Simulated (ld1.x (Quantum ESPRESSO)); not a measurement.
**vanadium, ultrasoft: configuration errors across variants**

* Element: vanadium
* Generator: ld1.x (Quantum ESPRESSO) 7.5
* Type: ultrasoft
* Functional: PBE
* Relativity: fully relativistic
* Frozen core: [Ar]
* Valence charge: 5
* Reference configuration: 3d3 4s2 4p0
* Partial waves: 4s (bound): rcut 2.40, rcutus 3.20 bohr; 4s channel at 1.8 Ry: rcut 2.40, rcutus 3.20 bohr; 4p (bound, empty): rcut 0.90, rcutus 1.10 bohr; 4p channel at 1.8 Ry: rcut 0.90, rcutus 1.10 bohr; 3d (bound): rcut 1.10, rcutus 1.25 bohr; 3d channel at 0.75 Ry: rcut 1.10, rcutus 1.25 bohr
* Local potential: all-electron potential smoothed inside 2.55 bohr (lloc = -2)
* Core correction: a·sin(br)/r model core inside 1.05 bohr
* Augmentation charge: PSQ, inside the norm-conserving radii

Open shells are filled in proportion to 2j + 1 (rel_dist='average').

All-electron excitation energies from the reference (eV): (1) 3d3 4s1 4p0 7.735; (2) 3d3 4s0 4p0 22.031; (3) 3d2 4s0 4p0 50.928; (4) 3d3.5 4s1.5 4p0 0.055; (5) 3d1 4s0 4p0 96.800.

For the base: The 4p radius (1.10 bohr) lies inside the outermost node of the all-electron wave (1.30 bohr), which a nodeless pseudo-wave cannot match soundly.

Tests that are not counted but printed errors over 1 eV. “waves 3d (bound): rcut 0.78, rcutus 0.82 bohr; 3d channel at 0.75 Ry: rcut 0.78, rcutus 0.82 bohr”: 3d2 4s2 4p1 (solver errors, printed error -3.1 eV); 3d3 4s0 4p2 (solver errors, printed error -119 eV). “waves 3d (bound): rcut 1.02, rcutus 1.08 bohr; 3d channel at 0.75 Ry: rcut 1.02, rcutus 1.08 bohr”: 3d2 4s2 4p1 (solver errors, printed error -3.1 eV); 3d3 4s0 4p2 (solver errors, printed error -120 eV). “waves 3d (bound): rcut 1.10, rcutus 1.40 bohr; 3d channel at 0.75 Ry: rcut 1.10, rcutus 1.40 bohr”: 3d2 4s2 4p1 (solver errors, printed error -3.0 eV); 3d3 4s0 4p2 (solver errors, printed error -118 eV). “waves 3d (bound): rcut 1.10, rcutus 1.56 bohr; 3d channel at 0.75 Ry: rcut 1.10, rcutus 1.56 bohr”: 3d2 4s2 4p1 (solver errors, printed error -3.0 eV); 3d3 4s0 4p2 (solver errors, printed error -118 eV). “waves 3d (bound): rcut 1.10, rcutus 1.70 bohr; 3d channel at 0.75 Ry: rcut 1.10, rcutus 1.70 bohr”: 3d2 4s2 4p1 (solver errors, printed error -3.0 eV); 3d3 4s0 4p2 (solver errors, printed error -118 eV).

A true bound ghost makes a file unfit for plane-wave use even where its test errors are small: the radial tests pick states by their node count and pass the ghost by. Where a test does run into it, the solver fails or the error is huge.

Errors AE − PS in meV (a dash: test not solved or not reliable):

| change | (1) | (2) | (3) | (4) | (5) | bound ghosts |
| --- | --- | --- | --- | --- | --- | --- |
| base | -2.7 | -37 | -384 | -46 | -2291 | p1/2, p3/2 |
| waves 3d (bound): rcut 0.78, rcutus 0.82 bohr; 3d channel at 0.75 Ry: rcut 0.78, rcutus 0.82 bohr | -2.6 | -37 | -392 | -44 | -2407 | p1/2, p3/2 |
| waves 3d (bound): rcut 1.02, rcutus 1.08 bohr; 3d channel at 0.75 Ry: rcut 1.02, rcutus 1.08 bohr | -3.0 | -39 | -396 | -46 | -2475 | p1/2, p3/2 |
| waves 3d (bound): rcut 1.10, rcutus 1.24 bohr; 3d channel at 0.75 Ry: rcut 1.10, rcutus 1.24 bohr | -2.7 | -37 | -384 | -46 | -2291 | p1/2, p3/2 |
| waves 3d (bound): rcut 1.10, rcutus 1.40 bohr; 3d channel at 0.75 Ry: rcut 1.10, rcutus 1.40 bohr | -2.4 | -34 | -377 | -42 | -2204 | p1/2, p3/2 |
| waves 3d (bound): rcut 1.10, rcutus 1.56 bohr; 3d channel at 0.75 Ry: rcut 1.10, rcutus 1.56 bohr | -2.4 | -34 | -384 | -42 | -2244 | p1/2, p3/2 |
| waves 3d (bound): rcut 1.10, rcutus 1.70 bohr; 3d channel at 0.75 Ry: rcut 1.10, rcutus 1.70 bohr | -2.4 | -34 | -387 | -43 | -2264 | p1/2, p3/2 |
| waves 3d (bound): rcut 1.10, rcutus 1.90 bohr; 3d channel at 0.75 Ry: rcut 1.10, rcutus 1.90 bohr | -2.4 | -34 | -383 | -45 | -2204 | p1/2, p3/2 |

(1) Give the same row for: waves 3d (bound): rcut 0.88, rcutus 0.94 bohr; 3d channel at 0.75 Ry: rcut 0.88, rcutus 0.94 bohr.

Answers

(1) -2.6, -35, -397, -44, -2386; bound ghosts: p1/2, p3/2. Not counted: 3d2 4s2 4p1 (solver errors, printed error -3.1 eV); 3d3 4s0 4p2 (solver errors, printed error -119 eV).
